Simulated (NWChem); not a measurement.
System: boroxine (B3H3O3); SMILES B1OBOBO1

The following NWChem deck was run.

```
start job
memory heap 200 mb stack 900 mb global 1100 mb
geometry units angstroms noautoz
  B      1.316889     0.396667     0.000000
  O      0.312924     1.330301     0.000000
  B     -1.001968     0.942126     0.000000
  O     -1.308536    -0.394151     0.000000
  B     -0.314921    -1.338793     0.000000
  O      0.995613    -0.936150     0.000000
  H      2.467815     0.742820     0.000000
  H     -1.877209     1.765780     0.000000
  H     -0.590606    -2.508600     0.000000
end
basis spherical
  * library 6-31g*
end
dft
  xc mn15
  grid coarse
  iterations 150
  mulliken
end
task dft gradient
```

Parts of the log:

```
             Northwest Computational Chemistry Package (NWChem) 7.3.0
             --------------------------------------------------------

 C3H symmetry detected

                             Geometry "geometry" -> ""
                             -------------------------

 Output coordinates in angstroms (scale by  1.889725989 to convert to a.u.)

  No.       Tag          Charge          X              Y              Z
 ---- ---------------- ---------- -------------- -------------- --------------
    1 B                    5.0000     0.59370357     1.24058760     0.00000000
    2 O                    8.0000    -0.77259678     1.12726045     0.00000000
    3 B                    5.0000    -1.37123216    -0.10613143     0.00000000
    4 O                    8.0000    -0.58993779    -1.23271867     0.00000000
    5 B                    5.0000     0.77752859    -1.13445617     0.00000000
    6 O                    8.0000     1.36253458     0.10545822     0.00000000
    7 H                    1.0000     1.11297093     2.32447568     0.00000000
    8 H                    1.0000    -2.56954046    -0.19837674     0.00000000
    9 H                    1.0000     1.45656952    -2.12609894     0.00000000

 Effective nuclear repulsion energy (a.u.)     201.5012964812

      Symmetry information
      --------------------

 Group name             C3h
 Group number             22
 Group order               6
 No. of unique centers     3

                                 NWChem DFT Module
                                 -----------------

 Summary of "ao basis" -> "ao basis" (spherical)
 ------------------------------------------------------------------------------
       Tag                 Description            Shells   Functions and Types
 ---------------- ------------------------------  ------  ---------------------
 B                           6-31g*                  6       14   3s2p1d
 O                           6-31g*                  6       14   3s2p1d
 H                           6-31g*                  2        2   2s

      Symmetry analysis of basis
      --------------------------

        a'         22
        e'+        22
        e'-        22
        a"          8
        e"+         8
        e"-         8

  Rotation of axis

            General Information
            -------------------
          SCF calculation type: DFT
          Wavefunction type:  closed shell.
          No. of atoms     :     9
          No. of electrons :    42
           Alpha electrons :    21
            Beta electrons :    21
          Charge           :     0
          Spin multiplicity:     1
          Use of symmetry is: on ; symmetry adaption is: on
          Maximum number of iterations: 150
          AO basis - number of functions:    90
                     number of shells:    42
          Convergence on energy requested:  1.00D-06
          Convergence on density requested:  1.00D-05
          Convergence on gradient requested:  5.00D-04

              XC Information
              --------------
                         MN15 Method XC Functional
                     Hartree-Fock (Exact) Exchange  0.440
                          MN15 Exchange Functional  1.000
                        MN15 Correlation Potential  1.000

             Grid Information
             ----------------
          Grid used for XC integration:  coarse
          Radial quadrature: Mura-Knowles
          Angular quadrature: Lebedev.
          Tag              B.-S. Rad. Rad. Pts. Rad. Cut. Ang. Pts.
          ---              ---------- --------- --------- ---------
          B                   0.85       35           9.0       302
          O                   0.60       35          10.0       302
          H                   0.35       35          11.0       302
          Grid pruning is: on
          Number of quadrature shells:   105
          Spatial weights used:  Erf1

      Superposition of Atomic Density Guess
      -------------------------------------

 Sum of atomic energies:        -299.33601979

      Non-variational initial energy
      ------------------------------

 Total energy =    -302.141014
 1-e energy   =    -808.263037
 2-e energy   =     304.620726
 HOMO         =      -0.416592
 LUMO         =       0.061678

      Symmetry analysis of molecular orbitals - initial
      -------------------------------------------------

  Numbering of irreducible representations:

     1 a'          2 e'+         3 e'-         4 a"          5 e"+
     6 e"-

  Orbital symmetries:

     1 a'          2 e'+         3 e'+         4 a'          5 e'+
     6 e'+         7 a'          8 e'+         9 e'+        10 e'+
    11 e'+        12 a'         13 a'         14 a"         15 a'
    16 e'+        17 e'+        18 e"+        19 e"+        20 e'+
    21 e'+        22 e"+        23 e"+        24 a"         25 a'
    26 e'+        27 e'+        28 e'+        29 e'+        30 a'
    31 a'

     ---------------------------------------------
      Total Density - Mulliken Population Analysis
     ---------------------------------------------

    Atom       Charge   Shell Charges
 -----------   ------   -------------------------------------------------------
    1 B    5     4.28   2.00  0.57  1.02  0.37  0.21  0.12
    2 O    8     8.69   2.00  0.93  3.13  0.84  1.78  0.01
    3 B    5     4.28   2.00  0.57  1.02  0.37  0.21  0.12
    4 O    8     8.69   2.00  0.93  3.13  0.84  1.78  0.01
    5 B    5     4.28   2.00  0.57  1.02  0.37  0.21  0.12
    6 O    8     8.69   2.00  0.93  3.13  0.84  1.78  0.01
    7 H    1     1.02   0.48  0.54
    8 H    1     1.02   0.48  0.54
    9 H    1     1.02   0.48  0.54

   convergence    iter        energy       DeltaE   RMS-Dens  Diis-err
 ---------------- ----- ----------------- --------- --------- ---------
 d= 0,ls=0.0,diis     1   -301.8685986743 -5.03D+02  1.24D-02  1.45D+00
 d= 0,ls=0.0,diis     2   -301.9045413272 -3.59D-02  5.81D-03  1.15D+00
 d= 0,ls=0.0,diis     3   -302.0010848819 -9.65D-02  1.36D-03  7.15D-02
 d= 0,ls=0.0,diis     4   -302.0075062641 -6.42D-03  2.37D-04  1.01D-03
 d= 0,ls=0.0,diis     5   -302.0076216117 -1.15D-04  4.03D-05  1.63D-05
  Resetting Diis
 d= 0,ls=0.0,diis     6   -302.0076243592 -2.75D-06  9.41D-06  9.40D-07
 d= 0,ls=0.0,diis     7   -302.0076244797 -1.20D-07  1.26D-06  9.73D-09

         Total DFT energy =     -302.007624479713
      One electron energy =     -811.616561653590
           Coulomb energy =      347.107638960644
    Exchange-Corr. energy =      -38.999998267919
 Nuclear repulsion energy =      201.501296481152

 Numeric. integr. density =       41.999730224427

                  Occupations of the irreducible representations
                  ----------------------------------------------

                     irrep           alpha         beta
                     --------     --------     --------
                     a'                6.0          6.0
                     e'+              12.0         12.0
                     e'-               0.0          0.0
                     a"                1.0          1.0
                     e"+               2.0          2.0
                     e"-               0.0          0.0

                       DFT Final Molecular Orbital Analysis
                       ------------------------------------

 Vector   19  Occ=2.000000D+00  E=-4.282544D-01  Symmetry=e"+
              MO Center= -4.8D-01, -2.4D-01,  2.6D-16, r^2= 2.2D+00
   Bfn.  Coefficient  Atom+Function         Bfn.  Coefficient  Atom+Function
  ----- ------------  ---------------      ----- ------------  ---------------
    47      0.472356  4 O  pz                19     -0.374872  2 O  pz
    51      0.328970  4 O  pz                23     -0.261077  2 O  pz
     5     -0.144383  1 B  pz                61      0.114586  5 B  pz
    75     -0.097485  6 O  pz                 9     -0.070519  1 B  pz
    79     -0.067894  6 O  pz                65      0.055967  5 B  pz

 Vector   20  Occ=2.000000D+00  E=-3.768986D-01  Symmetry=e'+
              MO Center= -1.1D-01, -2.2D-01,  6.1D-17, r^2= 4.2D+00
   Bfn.  Coefficient  Atom+Function         Bfn.  Coefficient  Atom+Function
  ----- ------------  ---------------      ----- ------------  ---------------
    73      0.323483  6 O  px                17      0.269207  2 O  px
    88      0.214714  8 H  s                 90     -0.213878  9 H  s
    77      0.205693  6 O  px                45      0.198779  4 O  px
    18     -0.197205  2 O  py                87      0.171447  8 H  s
    89     -0.170788  9 H  s                 21      0.164528  2 O  px

[...]

                         DFT ENERGY GRADIENTS

    atom               coordinates                        gradient
                 x          y          z           x          y          z
   1 B       1.121937   2.344371   0.000000   -0.005394  -0.010427   0.000000
   2 O      -1.459996   2.130213   0.000000    0.002082  -0.003528   0.000000
   3 B      -2.591253  -0.200559   0.000000    0.011727   0.000542   0.000000
   4 O      -1.114821  -2.329500   0.000000    0.002014   0.003567   0.000000
   5 B       1.469316  -2.143811   0.000000   -0.006333   0.009885   0.000000
   6 O       2.574817   0.199287   0.000000   -0.004096  -0.000039   0.000000
   7 H       2.103210   4.392622   0.000000    0.002955   0.006064   0.000000
   8 H      -4.855727  -0.374878   0.000000   -0.006729  -0.000473   0.000000
   9 H       2.752517  -4.017744   0.000000    0.003774  -0.005591   0.000000
```

Level: MN15/6-31G* (spherical d). Geometry: optimised at PBE0/def2-SVP.
